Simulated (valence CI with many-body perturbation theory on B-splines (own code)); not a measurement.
**Ir5+: electric-dipole lines**

Computed by valence CI with perturbative core correlation (CI+MBPT): four valence electrons over a frozen Dirac-Fock core [Xe] 4f14, a basis of 7 s, 7 p, 8 d, 6 f, 4 g, 1 h functions for each j, with the one-electron correlation potential Σ1, the two-electron term Σ2, the three-electron term Σ3, Breit, model QED; selected CI, second order for the rest, scaled by the run's own slope (own B-spline code, finite nucleus).

No measured levels were compared; by estimate terms of the open shell hold to 2 to 4 % of their energy, and close levels can change places; different configurations can be misplaced against each other by 1,000 to 8,000 cm⁻¹. The list stops below the first excitations out of the core.

Lines 1 to 50 of 600 in falling wavelength, among levels below 35.991 eV, chosen from the strongest by gf and those to the six lowest levels. Wavelengths and rates use the calculated energies, so an error of 2000 cm⁻¹ moves a line at 1556 Å by 3.1 % and its rate by three times that or more. Electric multipoles are in the length gauge, E1 and E2 with the static RPA response of the core. Weak lines are less certain than strong ones. Lines between different terms over intervals too small for the method are left out, as are lines whose strength nearly cancels. Where a level lies close to another of its J and parity, the split of strength between their lines is uncertain.

Levels are named by their leading jj configuration (3d3/2^4 stands for four electrons in 3d with j = 3/2), which in mixed levels can hold well under half, so a name can repeat and another be missing. Letters in brackets count levels of one name in rising energy.

| λ vac (Å) | Upper | Lower | A (s⁻¹) | S (a.u.) with core polarisation | S without |
| --- | --- | --- | --- | --- | --- |
| 1556 | (5d3/2 5d5/2^2 6p3/2) J=2 [e] | (5d5/2^3 6s) J=2 [b] | 1.41e+08 | 1.31e+00 | 1.62e+00 |
| 1488 | (5d3/2 5d5/2^2 6p1/2) J=6 [a] | (5d3/2 5d5/2^2 6s) J=5 [b] | 5.00e+07 | 1.06e+00 | 1.30e+00 |
| 1485 | (5d3/2 5d5/2^2 6p1/2) J=3 [b] | (5d3/2 5d5/2^2 6s) J=2 [b] | 9.22e+07 | 1.04e+00 | 1.28e+00 |
| 1474 | (5d3/2^2 5d5/2 6p1/2) J=2 [b] | (5d3/2^2 5d5/2 6s) J=1 [b] | 1.33e+08 | 1.05e+00 | 1.29e+00 |
| 1464 | (5d3/2^2 5d5/2 6p1/2) J=4 [a] | (5d3/2^2 5d5/2 6s) J=3 [b] | 2.03e+08 | 2.82e+00 | 3.46e+00 |
| 1464 | (5d3/2 5d5/2^2 6p1/2) J=4 [c] | (5d3/2 5d5/2^2 6s) J=3 [e] | 1.56e+08 | 2.17e+00 | 2.66e+00 |
| 1445 | (5d3/2 5d5/2^2 6p1/2) J=2 [b] | (5d3/2 5d5/2^2 6s) J=1 [b] | 2.14e+08 | 1.59e+00 | 1.96e+00 |
| 1442 | (5d3/2^2 5d5/2 6p3/2) J=3 [c] | (5d3/2 5d5/2^2 6s) J=2 [c] | 1.06e+08 | 1.10e+00 | 1.36e+00 |
| 1437 | (5d3/2^2 5d5/2 6p1/2) J=3 [a] | (5d3/2^2 5d5/2 6s) J=2 [a] | 1.02e+08 | 1.04e+00 | 1.28e+00 |
| 1432 | (5d3/2^2 5d5/2 6p1/2) J=5 | (5d3/2^2 5d5/2 6s) J=4 [b] | 2.55e+08 | 4.07e+00 | 4.99e+00 |
| 1418 | (5d3/2 5d5/2^2 6p3/2) J=3 [e] | (5d5/2^3 6s) J=3 | 1.02e+08 | 1.01e+00 | 1.25e+00 |
| 1409 | (5d5/2^3 6p1/2) J=2 [a] | (5d5/2^3 6s) J=1 | 2.20e+08 | 1.52e+00 | 1.87e+00 |
| 1408 | (5d3/2 5d5/2^2 6p1/2) J=3 [d] | (5d3/2 5d5/2^2 6s) J=3 [e] | 1.18e+08 | 1.14e+00 | 1.40e+00 |
| 1407 | (5d3/2^2 5d5/2 6p1/2) J=2 [a] | (5d3/2^2 5d5/2 6s) J=2 [a] | 1.29e+08 | 8.84e-01 | 1.09e+00 |
| 1404 | (5d3/2^2 5d5/2 6p1/2) J=3 [b] | (5d3/2^2 5d5/2 6s) J=3 [b] | 1.55e+08 | 1.48e+00 | 1.82e+00 |
| 1402 | (5d3/2 5d5/2^2 6p1/2) J=5 [a] | (5d3/2 5d5/2^2 6s) J=4 [a] | 2.28e+08 | 3.41e+00 | 4.17e+00 |
| 1401 | (5d3/2^2 5d5/2 6p3/2) J=5 [a] | (5d3/2 5d5/2^2 6s) J=5 [a] | 6.45e+07 | 9.64e-01 | 1.19e+00 |
| 1398 | (5d5/2^3 6p3/2) J=2 [a] | (5d5/2^3 6s) J=3 | 2.28e+08 | 1.54e+00 | 1.91e+00 |
| 1387 | (5d3/2 5d5/2^2 6p1/2) J=4 [a] | (5d3/2 5d5/2^2 6s) J=3 [b] | 1.86e+08 | 2.21e+00 | 2.73e+00 |
| 1385 | (5d5/2^3 6p1/2) J=4 | (5d5/2^3 6s) J=4 | 1.30e+08 | 1.53e+00 | 1.89e+00 |
| 1381 | (5d3/2 5d5/2^2 6p1/2) J=6 [a] | (5d3/2 5d5/2^2 6s) J=5 [a] | 1.15e+08 | 1.94e+00 | 2.38e+00 |
| 1376 | (5d5/2^3 6p3/2) J=2 [a] | (5d3/2 5d5/2^2 6s) J=2 [d] | 1.67e+08 | 1.07e+00 | 1.33e+00 |
| 1375 | (5d3/2 5d5/2^2 6p3/2) J=4 [a] | (5d3/2 5d5/2^2 6s) J=3 [e] | 7.56e+07 | 8.74e-01 | 1.07e+00 |
| 1375 | (5d3/2 5d5/2^2 6p1/2) J=4 [a] | (5d3/2^2 5d5/2 6s) J=4 [c] | 1.68e+08 | 1.95e+00 | 2.40e+00 |
| 1371 | (5d3/2 5d5/2^2 6p1/2) J=4 [b] | (5d3/2 5d5/2^2 6s) J=4 [a] | 1.40e+08 | 1.60e+00 | 1.97e+00 |
| 1365 | (5d5/2^3 6p1/2) J=5 | (5d5/2^3 6s) J=4 | 1.94e+08 | 2.68e+00 | 3.30e+00 |
| 1354 | (5d3/2^3 6p1/2) J=2 | (5d3/2^3 6s) J=2 | 2.94e+08 | 1.80e+00 | 2.22e+00 |
| 1354 | (5d3/2^2 5d5/2 6p1/2) J=4 [b] | (5d3/2^2 5d5/2 6s) J=4 [b] | 2.18e+08 | 2.41e+00 | 2.95e+00 |
| 1353 | (5d3/2^2 5d5/2 6p1/2) J=1 [a] | (5d3/2^2 5d5/2 6s) J=2 [b] | 3.62e+08 | 1.33e+00 | 1.64e+00 |
| 1353 | (5d3/2 5d5/2^2 6p1/2) J=3 [c] | (5d3/2 5d5/2^2 6s) J=4 [b] | 1.66e+08 | 1.42e+00 | 1.76e+00 |
| 1342 | (5d3/2 5d5/2^2 6p1/2) J=0 | (5d3/2 5d5/2^2 6s) J=1 [a] | 7.16e+08 | 8.54e-01 | 1.05e+00 |
| 1337 | (5d3/2 5d5/2^2 6p1/2) J=2 [d] | (5d3/2^2 5d5/2 6s) J=2 [c] | 1.47e+08 | 8.64e-01 | 1.06e+00 |
| 1337 | (5d3/2 5d5/2^2 6p1/2) J=3 [c] | (5d3/2 5d5/2^2 6s) J=3 [d] | 1.78e+08 | 1.47e+00 | 1.82e+00 |
| 1336 | (5d3/2 5d5/2^2 6p1/2) J=3 [a] | (5d3/2^2 5d5/2 6s) J=4 [c] | 2.12e+08 | 1.75e+00 | 2.16e+00 |
| 1335 | (5d3/2^2 5d5/2 6p1/2) J=2 [b] | (5d3/2^2 5d5/2 6s) J=2 [b] | 1.93e+08 | 1.13e+00 | 1.39e+00 |
| 1334 | (5d3/2 5d5/2^2 6p1/2) J=2 [d] | (5d3/2 5d5/2^2 6s) J=3 [d] | 2.30e+08 | 1.35e+00 | 1.67e+00 |
| 1333 | (5d3/2^2 5d5/2 6p3/2) J=5 [a] | (5d3/2 5d5/2^2 6s) J=6 | 7.09e+07 | 9.12e-01 | 1.13e+00 |
| 1329 | (5d3/2^2 5d5/2 6p1/2) J=1 [a] | (5d3/2^2 5d5/2 6s) J=1 [a] | 2.55e+08 | 8.86e-01 | 1.09e+00 |
| 1328 | (5d5/2^3 6p1/2) J=4 | (5d3/2 5d5/2^2 6s) J=5 [b] | 2.54e+08 | 2.64e+00 | 3.26e+00 |
| 1327 | (5d3/2 5d5/2^2 6p1/2) J=4 [c] | (5d3/2 5d5/2^2 6s) J=4 [b] | 3.35e+08 | 3.48e+00 | 4.29e+00 |
| 1327 | (5d3/2 5d5/2^2 6p1/2) J=5 [b] | (5d3/2 5d5/2^2 6s) J=5 [a] | 2.63e+08 | 3.34e+00 | 4.13e+00 |
| 1325 | (5d3/2 5d5/2^2 6p1/2) J=2 [b] | (5d3/2 5d5/2^2 6s) J=2 [a] | 2.05e+08 | 1.18e+00 | 1.45e+00 |
| 1324 | (5d3/2 5d5/2^2 6p1/2) J=6 [b] | (5d3/2 5d5/2^2 6s) J=5 [a] | 1.12e+08 | 1.67e+00 | 2.03e+00 |
| 1321 | (5d3/2^2 5d5/2 6p3/2) J=2 [c] | (5d3/2 5d5/2^2 6s) J=3 [c] | 2.84e+08 | 1.62e+00 | 1.99e+00 |
| 1314 | (5d3/2 5d5/2^2 6p1/2) J=6 [a] | (5d3/2 5d5/2^2 6s) J=6 | 4.02e+08 | 5.86e+00 | 7.24e+00 |
| 1312 | (5d3/2 5d5/2^2 6p1/2) J=4 [c] | (5d3/2 5d5/2^2 6s) J=3 [d] | 1.65e+08 | 1.66e+00 | 2.04e+00 |
| 1310 | (5d5/2^3 6p1/2) J=5 | (5d3/2 5d5/2^2 6s) J=5 [b] | 1.85e+08 | 2.26e+00 | 2.79e+00 |
| 1310 | (5d3/2 5d5/2^2 6p1/2) J=4 [c] | (5d3/2 5d5/2^2 6s) J=5 [b] | 1.05e+08 | 1.04e+00 | 1.29e+00 |
| 1309 | (5d3/2^2 5d5/2 6p3/2) J=3 [e] | (5d3/2^2 5d5/2 6s) J=2 [c] | 1.18e+08 | 9.17e-01 | 1.12e+00 |
| 1307 | (5d3/2 5d5/2^2 6p1/2) J=1 [a] | (5d3/2 5d5/2^2 6s) J=2 [a] | 5.00e+08 | 1.65e+00 | 2.04e+00 |
